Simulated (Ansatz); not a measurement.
Relaxation of CH₄AlFO (8 atoms, charge 0, multiplicity 1), to a largest force component of 0.015 eV/Å in at most 40 steps.

These are results of RKS BLYP-D4/def2-SVP in Ansatz, not measurements.

```xyz
8
Properties=species:S:1:pos:R:3:forces:R:3
O -1.627 0.974 -0.933 1.54 0.67 -0.29
Al -0.408 0.673 0.332 -0.67 0.46 -0.53
C 0.622 -1.006 0.240 2.26 1.09 0.94
F 1.427 -1.045 -0.941 -0.52 -0.03 -0.14
H -1.183 1.494 -1.675 -0.90 -0.64 0.77
H -0.144 1.746 1.503 -0.11 -0.11 -0.14
H -0.003 -1.876 0.322 -0.53 -1.26 -0.03
H 1.408 -1.017 1.096 -1.08 -0.18 -0.58
```

**Question.** Where does it end, and by what steps?

**Answer.** The run converged. After 26 steps the energy has fallen by 0.492 eV; F4 moved furthest, 0.78 Å. Joined: Al2–F4.

| step | energy less start (eV) | largest force component (eV/Å) | accepted |
| --- | --- | --- | --- |
| 0 | 0.0000 | 2.258 | yes |
| 1 | -0.1608 | 1.100 | yes |
| 2 | -0.2215 | 0.618 | yes |
| 3 | -0.2316 | 1.861 | yes |
| 4 | -0.3611 | 0.258 | yes |
| 5 | -0.3889 | 0.123 | yes |
| 6 | -0.3941 | 0.127 | yes |
| 7 | -0.3966 | 0.199 | yes |
| 8 | -0.3989 | 0.118 | yes |
| 9 | -0.4020 | 0.161 | yes |
| 10 | -0.4062 | 0.177 | yes |
| 11 | -0.4116 | 0.272 | yes |
| 12 | -0.4182 | 0.194 | yes |
| 13 | -0.4230 | 0.131 | yes |
| 14 | -0.4253 | 0.127 | yes |
| 15 | -0.4265 | 0.081 | yes |
| 16 | -0.4278 | 0.031 | yes |
| 17 | -0.4314 | 0.097 | yes |
| 18 | -0.4402 | 0.158 | yes |
| 19 | -0.4565 | 0.214 | yes |
| 20 | -0.4740 | 0.195 | yes |
| 21 | -0.4675 | 0.396 | no |
| 22 | -0.4841 | 0.360 | yes |
| 23 | -0.4911 | 0.108 | yes |
| 24 | -0.4909 | 0.125 | no |
| 25 | -0.4920 | 0.031 | yes |
| 26 | -0.4921 | 0.008 | yes |

```xyz
8
Properties=species:S:1:pos:R:3
O -1.428 0.788 -1.019
Al -0.181 0.663 0.165
C 0.464 -1.160 0.488
F 1.373 -0.380 -0.533
H -1.743 1.634 -1.377
H 0.352 1.899 1.001
H 0.103 -2.037 -0.080
H 1.151 -1.464 1.299
```

The run took 71 s on 1 thread of Arm Neoverse V2, on a shared host, peak memory 0.14 GiB.
